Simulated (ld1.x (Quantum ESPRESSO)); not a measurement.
## Logarithmic derivatives: Cd (Z = 48), PAW

cadmium, PAW, made with ld1.x (Quantum ESPRESSO) 7.5 (PBEsol, fully relativistic). Core [Ar] 3d10, reference 4s2 4p6 4d10 5s2 5p0. Waves: 4s (bound): rcut 1.35, rcutus 1.80 bohr; 5s (bound): rcut 1.35, rcutus 1.80 bohr; 4p (bound): rcut 1.30, rcutus 1.50 bohr; 5p (bound, empty): rcut 1.30, rcutus 1.50 bohr; 4d (bound): rcut 1.25, rcutus 1.60 bohr; 4d channel at 0.15 Ry: rcut 1.25, rcutus 1.60 bohr. Local part: all-electron potential smoothed inside 1.30 bohr (lloc = -1). Core correction: Bessel-smoothed model core inside 1.25 bohr. Augmentation charge: PSQ, inside the norm-conserving radii.

Open shells are filled in proportion to 2j + 1 (rel_dist='average').

The phase is arctan(r·u′/u) with u = r·R(r), unwrapped; energies in Ry, scanned from -10 to 5 Ry. A pole is an energy at which the radial function vanishes at the test radius. The pseudo phase is shifted by a multiple of π to meet the all-electron one at the reference energy, and phase errors are pseudo minus all-electron; the curves can meet again beyond the range given. Levels narrower than the energy grid can be missing from the lists of poles.

| channel | radius (bohr) | reference energy (Ry) | poles, all-electron | poles, pseudo | unbroken range about the reference energy with phases within 0.05 rad | phase error 1 Ry above the reference energy (rad) |
| --- | --- | --- | --- | --- | --- | --- |
| s | 1.96 | -0.42 | -7.67 | -7.67 | the whole range | -0.001 |
| p1/2 | 1.96 | -0.09 | -5.02 | -5.02 | the whole range | -0.000 |
| p3/2 | 1.96 | -0.08 | -4.55 | -4.55 | the whole range | +0.000 |
| d3/2 | 1.96 | -0.89 | -0.17 | -0.17 | the whole range | -0.000 |
| d5/2 | 1.96 | -0.84 | -0.09 | -0.09 | the whole range | -0.000 |

The ghost test of this file was not conclusive.

Phases in the s channel:

```json
{"E (Ry)": "-10.00", "all-electron": "1.382", "pseudo": "1.382"}
{"E (Ry)": "-9.76", "all-electron": "1.377", "pseudo": "1.377"}
{"E (Ry)": "-9.52", "all-electron": "1.372", "pseudo": "1.372"}
{"E (Ry)": "-9.28", "all-electron": "1.365", "pseudo": "1.365"}
{"E (Ry)": "-9.04", "all-electron": "1.357", "pseudo": "1.357"}
{"E (Ry)": "-8.80", "all-electron": "1.346", "pseudo": "1.346"}
{"E (Ry)": "-8.56", "all-electron": "1.329", "pseudo": "1.329"}
{"E (Ry)": "-8.32", "all-electron": "1.297", "pseudo": "1.297"}
{"E (Ry)": "-8.08", "all-electron": "1.203", "pseudo": "1.203"}
{"E (Ry)": "-7.84", "all-electron": "-0.737", "pseudo": "-0.737"}
{"E (Ry)": "-7.60", "all-electron": "-1.627", "pseudo": "-1.627"}
{"E (Ry)": "-7.36", "all-electron": "-1.699", "pseudo": "-1.699"}
{"E (Ry)": "-7.12", "all-electron": "-1.728", "pseudo": "-1.728"}
{"E (Ry)": "-6.88", "all-electron": "-1.744", "pseudo": "-1.745"}
{"E (Ry)": "-6.64", "all-electron": "-1.757", "pseudo": "-1.757"}
{"E (Ry)": "-6.40", "all-electron": "-1.767", "pseudo": "-1.767"}
{"E (Ry)": "-6.16", "all-electron": "-1.775", "pseudo": "-1.776"}
{"E (Ry)": "-5.92", "all-electron": "-1.784", "pseudo": "-1.784"}
{"E (Ry)": "-5.68", "all-electron": "-1.792", "pseudo": "-1.792"}
{"E (Ry)": "-5.44", "all-electron": "-1.800", "pseudo": "-1.800"}
{"E (Ry)": "-5.20", "all-electron": "-1.808", "pseudo": "-1.808"}
{"E (Ry)": "-4.96", "all-electron": "-1.817", "pseudo": "-1.817"}
{"E (Ry)": "-4.72", "all-electron": "-1.826", "pseudo": "-1.826"}
{"E (Ry)": "-4.48", "all-electron": "-1.835", "pseudo": "-1.835"}
{"E (Ry)": "-4.24", "all-electron": "-1.845", "pseudo": "-1.845"}
{"E (Ry)": "-4.00", "all-electron": "-1.857", "pseudo": "-1.857"}
{"E (Ry)": "-3.76", "all-electron": "-1.869", "pseudo": "-1.869"}
{"E (Ry)": "-3.52", "all-electron": "-1.882", "pseudo": "-1.882"}
{"E (Ry)": "-3.28", "all-electron": "-1.897", "pseudo": "-1.897"}
{"E (Ry)": "-3.04", "all-electron": "-1.914", "pseudo": "-1.914"}
{"E (Ry)": "-2.80", "all-electron": "-1.932", "pseudo": "-1.933"}
{"E (Ry)": "-2.56", "all-electron": "-1.954", "pseudo": "-1.954"}
{"E (Ry)": "-2.32", "all-electron": "-1.979", "pseudo": "-1.979"}
{"E (Ry)": "-2.08", "all-electron": "-2.007", "pseudo": "-2.008"}
{"E (Ry)": "-1.84", "all-electron": "-2.042", "pseudo": "-2.042"}
{"E (Ry)": "-1.60", "all-electron": "-2.083", "pseudo": "-2.083"}
{"E (Ry)": "-1.36", "all-electron": "-2.133", "pseudo": "-2.133"}
{"E (Ry)": "-1.12", "all-electron": "-2.195", "pseudo": "-2.196"}
{"E (Ry)": "-0.88", "all-electron": "-2.275", "pseudo": "-2.275"}
{"E (Ry)": "-0.64", "all-electron": "-2.377", "pseudo": "-2.377"}
{"E (Ry)": "-0.40", "all-electron": "-2.512", "pseudo": "-2.512"}
{"E (Ry)": "-0.16", "all-electron": "-2.690", "pseudo": "-2.690"}
{"E (Ry)": "0.08", "all-electron": "-2.918", "pseudo": "-2.919"}
{"E (Ry)": "0.32", "all-electron": "-3.188", "pseudo": "-3.189"}
{"E (Ry)": "0.56", "all-electron": "-3.469", "pseudo": "-3.469"}
{"E (Ry)": "0.80", "all-electron": "-3.720", "pseudo": "-3.721"}
{"E (Ry)": "1.04", "all-electron": "-3.922", "pseudo": "-3.923"}
{"E (Ry)": "1.28", "all-electron": "-4.077", "pseudo": "-4.078"}
{"E (Ry)": "1.52", "all-electron": "-4.195", "pseudo": "-4.196"}
{"E (Ry)": "1.76", "all-electron": "-4.285", "pseudo": "-4.286"}
{"E (Ry)": "2.00", "all-electron": "-4.355", "pseudo": "-4.356"}
{"E (Ry)": "2.24", "all-electron": "-4.411", "pseudo": "-4.412"}
{"E (Ry)": "2.48", "all-electron": "-4.457", "pseudo": "-4.458"}
{"E (Ry)": "2.72", "all-electron": "-4.495", "pseudo": "-4.496"}
{"E (Ry)": "2.96", "all-electron": "-4.527", "pseudo": "-4.528"}
{"E (Ry)": "3.20", "all-electron": "-4.554", "pseudo": "-4.555"}
{"E (Ry)": "3.44", "all-electron": "-4.578", "pseudo": "-4.579"}
{"E (Ry)": "3.68", "all-electron": "-4.599", "pseudo": "-4.600"}
{"E (Ry)": "3.92", "all-electron": "-4.617", "pseudo": "-4.619"}
{"E (Ry)": "4.16", "all-electron": "-4.634", "pseudo": "-4.635"}
{"E (Ry)": "4.40", "all-electron": "-4.649", "pseudo": "-4.650"}
{"E (Ry)": "4.64", "all-electron": "-4.663", "pseudo": "-4.664"}
{"E (Ry)": "4.88", "all-electron": "-4.676", "pseudo": "-4.677"}
```
